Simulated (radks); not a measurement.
Species: the palladium ion Pd13+. Configuration: [Ar] 3d9 4s2 4p4 (not the ground configuration). All-electron calculation, scalar-relativistic Kohn-Sham, r2SCAN, spin-polarised, spherical densities, finite nucleus; open shells are filled with parallel spins first (spin-orbit coupling, left out, can overturn this in heavy ions); meta-GGA in the generalised Kohn-Sham scheme; Fermi nuclear charge, rms radius 4.5318 fm. Program: a radial shooting solver on a logarithmic mesh with Libxc functionals.

Unscreened Slater integrals over Kohn-Sham orbitals (hartree). They are taken over the spin-up orbitals.

integral     value
F0(4p,4p)   1.0205
F2(4p,4p)  0.54222
F0(4p,4s)   1.0416
G1(4p,4s)  0.71448
F0(4p,3d)   1.3006
F2(4p,3d)  0.34371
G1(4p,3d)  0.11266
G3(4p,3d)  0.11128
F0(4s,4s)   1.0646
F0(4s,3d)   1.3423
G2(4s,3d)  0.11909
F0(3d,3d)   2.6131
F2(3d,3d)   1.3076
F4(3d,3d)  0.83560

Derived for the open shells (J is the average intra-shell exchange parameter used in DFT+U). 3d: Racah B = F2/49 - 5 F4/441 = 0.01721 hartree, C = 35 F4/441 = 0.06632 hartree, C/B = 3.85, F4/F2 = 0.639, J = (F2 + F4)/14 = 0.1531 hartree. 4p: J = F2/5 = 0.1084 hartree.
